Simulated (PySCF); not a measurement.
Cyclo-(H2SiO)3.
Bonds: Si1–O4, Si1–O12, O4–Si5, Si5–O8, O8–Si9, Si9–O12. Hydrogens: H2, H3 on Si1; H6, H7 on Si5; H10, H11 on Si9.

The closed-shell ground state was solved at several levels (PySCF, density fitting, gas phase, non-relativistic). Geometry: PBE0-D3(BJ)/def2-SVP, one conformer, isolated molecule. The dipole stays under 0.02 D at every level.

| level | basis functions | total energy (Eh) | HOMO (eV) | LUMO (eV) | gap (eV) |
| --- | --- | --- | --- | --- | --- |
| PBE0/pcSseg-1 | 153 | -1097.3537 | -8.44 | 0.52 | 8.96 |
| CAM-B3LYP/def2-SVPD | 189 | -1097.5415 | -9.79 | 0.86 | 10.65 |

(1) What might B3LYP/pcSseg-1 (153 basis functions) give for the same quantities?

(2) Over all these levels, which gives the widest orbital gap and which the narrowest?

Results:

(1) Total energy -1098.0392 Eh, HOMO -8.24 eV, LUMO 0.33 eV, gap 8.57 eV.

(2) CAM-B3LYP/def2-SVPD (range-separated hybrid) has the widest, 10.65 eV, and B3LYP/pcSseg-1 (global hybrid, 20 % exact exchange) the narrowest, 8.57 eV. Functional and basis both differ between the two, so the spread mixes both effects.
